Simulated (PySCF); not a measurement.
## MI for M along the chalcogens

CCSD(T) with triple-zeta basis sets in PySCF, for the lowest determinant that a PBE0 search found; no spin–orbit coupling. De refers to high-spin ground-configuration atoms.

```csv
M,basis,"reference, frozen orbitals",state (unpaired electrons),Re (Å),ωe (cm⁻¹),De (eV)
O,def2-TZVPP,"UHF, 5",doublet (π ↑),1.882,666,2.23
S,x2c-TZVPPall,"UHF, 23",doublet (π ↑),2.327,395,2.13
Se,def2-TZVPP,"UHF, 13",doublet (π ↑),2.463,266,2.02
Te,x2c-TZVPPall,"UHF, 36",doublet (π ↑),2.678,212,1.89
```

The shortest bond is that of IO (1.882 Å), the longest that of TeI (2.678 Å).

The rows differ in basis set, which adds steps of its own.

Relativity is treated differently too: O scalar-relativistic core potentials; S spin-free X2C; Se scalar-relativistic core potentials; Te spin-free X2C.

Down a group bonds as a rule get longer and wavenumbers fall, partly through the reduced mass; this series shows no clear exception.

Correlated steps freeze the inner cores (5 to 36 orbitals); shallow outer-core shells are correlated. These are scalar-relativistic numbers at best; spin–orbit coupling would shift them, the dissociation energy most. The CCSD T1 diagnostic is raised in IO, a sign that a single reference may not be enough there. States were picked by a PBE0 search and need not be the measured ground states.
